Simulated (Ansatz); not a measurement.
`C[BH][ZnH]` + `BS` → `B[S][ZnH]` + `BC` at 600 K and 1 bar (cleavage of the Zn–B bond).

Computed with Ansatz on PBE0-D4/def2-TZVP structures; ΔE is electronic, products minus reactants. CBS: MP2 limit from def2 TZ/QZ plus the TZ coupled-cluster correction, frozen cores. This one scheme is used for every species. For Zn outer-core shells are correlated without core-valence functions, which leaves a few kJ/mol of doubt a bond. Scalar relativity is left out up to krypton.

| species | CCSD(T)/CBS energy (Eh) | H − E (kJ/mol) | S (J/(mol·K)) |
| --- | --- | --- | --- |
| `C[BH][ZnH]` | -1844.18606 | 188.1 | 373.1 |
| `BS` | -424.38198 | 108.7 | 286.1 |
| `B[S][ZnH]` | -2202.78318 | 117.6 | 366.2 |
| `BC` | -65.83255 | 180.5 | 296.9 |

H − E and S are ideal-gas, rigid-rotor, harmonic terms from PBE0-D4/def2-TZVP, for one conformer and one mirror image of each species. 1 Eh = 2625.50 kJ/mol, R = 8.31446 J/(mol·K).

Task: By hand: ΔE, ΔH, ΔS and ΔG.

Result: ΔE = (-2202.78318) + (-65.83255) − (-1844.18606) − (-424.38198) = -0.04769 Eh = -125.2 kJ/mol. Δ(H − E) = 117.6 + 180.5 − 188.1 − 108.7 = 1.3, so ΔH = -123.9 kJ/mol. ΔS = 366.2 + 296.9 − 373.1 − 286.1 = 3.9 J/(mol·K). ΔG = -123.9 − 600 × (3.9)/1000 = -126.2 kJ/mol.

Task: By hand: the equilibrium constant, and the temperature at which ΔG would vanish if ΔH and ΔS stayed fixed.

Result: log₁₀ K = −ΔG/(RT ln 10) = 11.0. ΔH and −TΔS have one sign here, so there is no such temperature. One of them is within its doubt of zero, so this could turn.

The number of gas molecules stays the same, so ΔS is small and ΔH decides. A doubt of 5 kJ/mol in ΔE shifts log₁₀ K by 0.4 here. Other conformers and mirror images would add mixing entropy, several J/(mol·K) or more a flexible species. These are equilibria of isolated gas molecules and say nothing of rates. Largest T1 diagnostic: 0.017 (customary marks: 0.02 for closed shells, 0.045 for open ones).
